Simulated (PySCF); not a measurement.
Energy of Al⁺ (aluminium, charge +1) between two integer charges

The 3s beta orbital of [Ne] 3s2 is emptied in steps (occupation f), with all orbitals relaxed, ending at [Ne] 3s1. Calculation: PySCF 2.14, in x2c-TZVPall (5s5p2d1f, 37 functions); scalar relativity by spin-free X2C-1e. The exact energy is a straight line in f; departures are measured from the line between the end points of the same method.

```
   f  UHF (eV)  LDA (eV)  PBE (eV)  PBE0 (eV)  r2SCAN (eV)  LC-wPBE (eV)  BHandHLYP (eV)  CAM-B3LYP (eV)  BLYP (eV)
   1     0.000     0.000     0.000      0.000        0.000         0.000           0.000           0.000      0.000
0.75     0.038    -0.753    -0.752     -0.552       -0.634        -0.062          -0.404          -0.352     -0.781
 0.5     0.048    -0.998    -1.002     -0.734       -0.814        -0.090          -0.549          -0.480     -1.046
0.25     0.034    -0.740    -0.749     -0.547       -0.577        -0.081          -0.425          -0.372     -0.787
   0     0.000     0.000     0.000      0.000        0.000         0.000           0.000           0.000      0.000
```

Task: For LDA, how does the orbital energy at f = 1 compare with the removal energy?

Result: −ε = 14.920 eV against a total-energy difference of 18.950 eV. By Janak's theorem ε = ∂E/∂f, so the gap between them reflects the curvature. Along the path −ε is 16.955 (f = 0.75), 18.986 (f = 0.5), 20.965 (f = 0.25) eV.

```csv
method,E(f=0) − E(f=1) (eV),−ε at f=1 (eV),−ε at f=0.5 (eV)
UHF,17.559,17.777,17.547
LDA,18.950,14.920,18.986
PBE,18.816,14.810,18.820
PBE0,18.707,15.760,18.716
r2SCAN,18.413,14.942,18.558
LC-wPBE,18.655,18.333,18.606
BHandHLYP,18.745,16.625,18.690
CAM-B3LYP,18.962,17.109,18.913
BLYP,18.882,14.732,18.866
```

Reference removal energy between the ground levels: 18.829 eV (measured; NIST Atomic Spectra Database, ionization energies). UHF lacks correlation.
